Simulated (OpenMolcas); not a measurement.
Computed levels of 4f2 in ions with 56 electrons, in cm-1 above 3H4.

```json
{
  "Program": "OpenMolcas",
  "Method": "CASSCF",
  "Basis": "ANO-R3",
  "Scalar Hamiltonian": "X2C, finite nucleus",
  "Spin-orbit coupling": "RASSI with atomic mean-field integrals over the reference wave functions, term energies averaged over their components"
}
```

Active space for each ion: 2 electrons in 7 orbitals (4f).

| Level | Ce2+ | Nd4+ |
| --- | --- | --- |
| 3H5 | 1654 | 2955 |
| 3H6 | 3427 | 6042 |
| 3F2 | 5629 | 7759 |
| 3F3 | 6682 | 9674 |
| 1D2 | 19336 | 26888 |
| 1I6 | 23106 | 32157 |
| 3P0 | 24819 | 33454 |
| 3P1 | 25119 | 34309 |
| 3P2 | 25964 | 35929 |

Estimate 3H6, 3F2, 3F3 for Pr3+ from its neighbours Ce2+ and Nd4+.

3H6 is fine structure, which grows about as the fourth power of a screened charge, so the fourth roots are averaged: ((3427^0.25 + 6042^0.25) / 2)^4 = 4596. The calculation gives 4695, so the estimate is off by -2.1 %; the measured value is 4389 (Martin, Zalubas and Hagan, Atomic Energy Levels: The Rare-Earth Elements, NSRDS-NBS 60 (1978)).
3F2 is another term, which grows about linearly with the charge: (5629 + 7759) / 2 = 6694. The calculation gives 6803, so the estimate is off by -1.6 %; the measured value is 4997 (Martin, Zalubas and Hagan, Atomic Energy Levels: The Rare-Earth Elements, NSRDS-NBS 60 (1978)).
3F3 is another term, which grows about linearly with the charge: (6682 + 9674) / 2 = 8178. The calculation gives 8267, so the estimate is off by -1.1 %; the measured value is 6415 (Martin, Zalubas and Hagan, Atomic Energy Levels: The Rare-Earth Elements, NSRDS-NBS 60 (1978)).

Without dynamic correlation excited terms often stand tens of per cent too high (terms of higher spin than the ground term too low), and those without a measured partner can miss by more than the paired ones. Some high roots are left out of the spin-orbit mixing, which shifts the levels that they would mix with (holds for Ce2+). Some levels mix across a computed gap that differs much from the measured one, so their mixing is not that of the real levels (holds for Pr3+; Nd4+). Computed and measured levels are paired by configuration, term and J; levels that our copy of the source lacks, or whose pairing is in doubt (as where it misses far off the trend of its configuration), stay unpaired and out of the deviations. Only configurations of the active space appear.
